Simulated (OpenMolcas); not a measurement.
**Xe⁵⁺: effect of the IPEA shift**

```yaml
Program: OpenMolcas
Basis: ANO-RCC-VQZP [8s7p5d3f2g]
Scalar_Hamiltonian: DKH2, point nucleus
Active_space: 1 electron in 9 orbitals (RAS2 5p; RAS3 5d 6s, at most 1 electron)
State_averaging: 2S+1 = 2 odd, 3 roots; 2S+1 = 2 even, 6 roots
Spin-orbit_coupling: RASSI with atomic mean-field integrals over the reference wave functions, term energies averaged over their components
```

Methods on the same reference wave functions:
A. RASSCF
B. SS-RASPT2, IPEA 0 Eh, imaginary shift 0.1 Eh (closed shells correlated: 4d 5s)
C. SS-RASPT2, IPEA 0.25 Eh, imaginary shift 0.1 Eh (closed shells correlated: 4d 5s)

Energies in cm⁻¹ above 5s² 5p ²P°_1/2, the measured ground level; measured values from Saloman, J. Phys. Chem. Ref. Data 33, 765 (2004).

| Level | A | B | C | Measured |
| --- | --- | --- | --- | --- |
| 5s² 5p ²P°_1/2 | 0.0 | 0.0 | 0.0 | 0.0 |
| 5s² 5p ²P°_3/2 | 13897 | 13897 | 13897 | 15599 |
| 5s² 5d ²D_3/2 | 177014 | 168037 | 168761 | 180250 |
| 5s² 5d ²D_5/2 | 178799 | 169822 | 170546 | 182308 |
| 5s² 6s ²S_1/2 | 222979 | 223389 | 223079 | 223478 |

Deviations, from unrounded energies. A percentage is the sum of absolute deviations over the sum of measured energies, with the sign that they share, or ± where signs differ.

```json
{"Against measurement": "mean absolute deviation (cm-1)", "Levels": "4", "A": "2200", "B": "6600", "C": "6300"}
{"Against measurement": "fine structure of the ground term (%)", "Levels": "1", "A": "-10.9", "B": "-10.9", "C": "-10.9"}
{"Against measurement": "other configurations (%)", "Levels": "3", "A": "-1.2", "B": "-4.2", "C": "-4.0"}
```

A lies closest to measurement on these levels and B furthest from it. The largest miss of A in the table is 5s² 5d ²D_5/2, by -3500 cm-1. The ranking rests on the paired levels alone, and a cruder setting can come out closer through cancelling errors.

Between B and C the level of the table that moves most is 5s² 5d ²D_5/2, by 720 cm-1 (lowest in B, highest in C).

The lowest spin-free term lies below A's lowest term by 0.538 hartree in B, 0.535 hartree in C.

Over all roots computed the reference weight is 0.86 to 0.93 in B, 0.88 to 0.93 in C; the roots of lowest weight are the least certain, and an intruder state may touch them. ANO sets are built for valence states and can reach diffuse excited orbitals poorly, and with the s shell closed the s pⁿ⁺¹ terms that mix with these levels are absent. With one active electron the reference holds no correlation, so core polarisation is missing (holds for A). With one active electron, CASPT2 adds the correlation within the correlated inactive shells and between them and that electron, and leaves the splitting within a term as the reference gives it (holds for B; C). Computed and measured levels are paired by configuration, term and J; levels that our copy of the source lacks, or whose pairing is in doubt (as where it misses far off the trend of its configuration), stay unpaired and out of the deviations. Only configurations of the active space appear.

° marks odd parity.
